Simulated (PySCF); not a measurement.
Species: C₅H₃O₃ (charge -1).
Z-matrix (Å and degrees, GFN2-xTB geometry), rows numbered from 1:
```
C 
C   1  1.5250
O   2  1.2208  1  121.71
C   2  1.4134  1  112.55  3  -179.42
C   4  1.2173  2  175.11  1    68.61
C   5  1.5197  4  161.44  1   -82.70
O   6  1.2399  5  106.80  4    -7.08
O   6  1.2230  5  120.31  4   172.21
H   1  1.0878  2  109.89  3   128.94
H   1  1.0885  2  110.19  3     7.36
H   1  1.0889  2  108.85  3  -112.86
```

Structure optimised with GFN2-xTB, isolated species.

Masses are those of the commonest isotopes; rigid-rotor values at the optimised geometry. The values belong to one conformer with, in the numbering `[CH3:1][C:2](=[O:3])[C:4]#[C:5][C:6](=[O:7])[O-:8]`, C4–C5–C6–O7 -7°.

(1) Give the principal moments of inertia and the rotational constants in cm⁻¹.

(2) What kind of rotor is it?

(3) Is it planar, by Δ = Ic − Ia − Ib?

(4) Give the other two planar moments, Paa and Pbb, and the rms extents of the mass along the axes.

(5) Estimate the classical rotational partition function at 25 K, 50 K and 200 K.

Results:

(1) Ia = 89.09, Ib = 584.77, Ic = 596.50 u·Å²; 505379 MHz·u·Å²/I gives 5673, 864.2 and 847.2 MHz, that is A = 0.18922, B = 0.02883, C = 0.02826 cm⁻¹.

(2) A near-prolate asymmetric top: κ = (2 × 864.2 − 5673 − 847.2)/(5673 − 847.2) = -0.99.

(3) Not planar: Δ = Ic − Ia − Ib = -77.36 u·Å². For a rigid frame Δ = −2 Σ m c², so Σ m c² = 38.68 u·Å² lies off the ab plane: 2.45 from hydrogen and 36.23 from heavier atoms. The atom farthest from that plane is 1.44 Å away.

(4) Paa = Σ m a² = (Ib + Ic − Ia)/2 = 546.09 and Pbb = Σ m b² = (Ia + Ic − Ib)/2 = 50.41 u·Å². With the mass M = 111.01 u, the rms extents √(P/M) along a, b and c are 2.22, 0.67, 0.59 Å.

(5) Point group C1, symmetry number σ = 1; q = (√π/σ)·√((kT/h)³/(ABC)), k/h = 20836.6 MHz/K: 10300 at 25 K, 29200 at 50 K, 234000 at 200 K.

No frequency check. These are rigid-rotor constants of the computed structure; measured ground-state constants (B0) also hold zero-point vibration.
